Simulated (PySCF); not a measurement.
**Si⁺: excitation energy**

Si⁺ [Ne] 3s2 3p1 (2P) → Si⁺ [Ne] 3s1 3p2, s spin flipped, as a difference of total energies. Computed with PySCF 2.14 in aug-cc-pCVTZ-DK with one added diffuse shell each of s, p, d, f type (9s8p6d4f, 91 functions), with the spin-free X2C one-electron Hamiltonian (Gaussian nucleus). Correlated levels: valence: [Ne] frozen. The calculations carry no spin-orbit coupling.

```json
{"method": "UHF", "excitation energy (eV)": "8.747"}
{"method": "MP2 (valence)", "excitation energy (eV)": "8.096"}
{"method": "SCS-MP2 (valence)", "excitation energy (eV)": "8.052"}
```

Question: How much does correlation contribute at MP2 (valence)?

Answer: 8.096 − (8.747) = -0.651 eV, measured against UHF.

The upper determinant mixes two multiplicities, so it lies between the two terms.

The coupled-cluster amplitudes are large for the upper state (T1 above 0.03 or a double amplitude above 0.15), so a single reference is strained.
